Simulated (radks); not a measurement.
Values are calculated unless marked as measured or tabulated.
Task: The table gives one normalised radial function P(r) = r R(r) of Ta63+ in [Ne] (r in bohr). Code: a radial shooting solver on a logarithmic mesh with Libxc functionals. Model: scalar-relativistic Kohn-Sham, MS2 meta-GGA, spin-polarised, spherical densities, finite nucleus; meta-GGA in the generalised Kohn-Sham scheme; Fermi nuclear charge, rms radius 5.3507 fm.

r,P
0.001773,0.9886
0.002148,1.1270
0.002582,1.2693
0.003129,1.4248
0.003791,1.5820
0.004557,1.7266
0.005521,1.8596
0.006637,1.9553
0.008042,2.0017
0.009744,1.9685
0.01171,1.8349
0.01419,1.5606
0.0172,1.1240
0.02067,0.5407
0.02504,-0.2313
0.0301,-1.0879
0.03648,-2.0229
0.0442,-2.8775
0.05312,-3.4833
0.06437,-3.7622
0.07737,-3.6237
0.09375,-3.0850
0.1136,-2.2873
0.1365,-1.4796
0.1654,-0.7830
0.2005,-0.3325
0.241,-0.1143

Which n and l does it have? It may be an empty orbital.

Result: n = 2, l = 0: the number of nodes gives n - l - 1 = 1, the rise at small r (about r^(l+1), flatter next to the nucleus through relativity) gives l, and the extent must fit the shell. The curve is that of 2s. 2s: eigenvalue -16786.6 eV, 1 radial node at r = 0.0237 bohr, <r> = 0.0776 bohr, 90 % of the charge inside 0.120 bohr.
